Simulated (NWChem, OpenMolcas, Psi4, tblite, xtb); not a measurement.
**A ladder of methods for C2H2Cl2Sn (SMILES C#[C][SnH]([Cl])[Cl])**

The species is C2H2Cl2Sn (7 atoms), meant as a singlet with charge 0. SMILES: `C#[C][SnH]([Cl])[Cl]`. Geometry: relaxed at PBE0-D4/def2-TZVP.

| atom | x (Å) | y (Å) | z (Å) |
| --- | --- | --- | --- |
| C | -1.6680 | 1.3497 | 0.3865 |
| C | -0.7449 | 0.5924 | 0.2245 |
| Sn | 0.8338 | -0.7045 | -0.0253 |
| Cl | 0.1639 | -2.3659 | -1.4820 |
| Cl | 2.5402 | 0.4484 | -1.0695 |
| H | -2.4853 | 2.0209 | 0.5253 |
| H | 1.4216 | -1.4090 | 1.3949 |

Each level gives the dipole moment (D). The values are calculated.

| level | kind | program | value (D) |
| --- | --- | --- | --- |
| IPEA1-xTB | semi-empirical | tblite | 4.70 |
| GFN1-xTB | semi-empirical | tblite | 3.60 |
| GFN2-xTB | semi-empirical | xtb | 2.97 |
| GFN0-xTB | semi-empirical | xtb | 1.68 |
| HF/STO-3G | Hartree–Fock | NWChem | 3.73 |
| HF/3-21G | Hartree–Fock | NWChem | 4.46 |
| HF/def2-SVP (RICD fitting, core potential) | Hartree–Fock | OpenMolcas | 3.10 |
| BP86/STO-3G | GGA | NWChem | 3.09 |
| PBE/def2-SVPD (core potential) | GGA | NWChem | 2.71 |
| wB97X-D/def2-SVP (density fitting, core potential) | range-separated hybrid | Psi4 | 2.80 |

All-electron rows without a relativistic Hamiltonian named are non-relativistic, while core potentials hold scalar relativity, so basis and relativity change together. The values span 1.68 to 4.70 D. Magnitudes only. Sets without polarisation functions give poor dipoles. Without the sets that lack polarisation functions the rows with a basis span only 2.71 to 3.10 D.
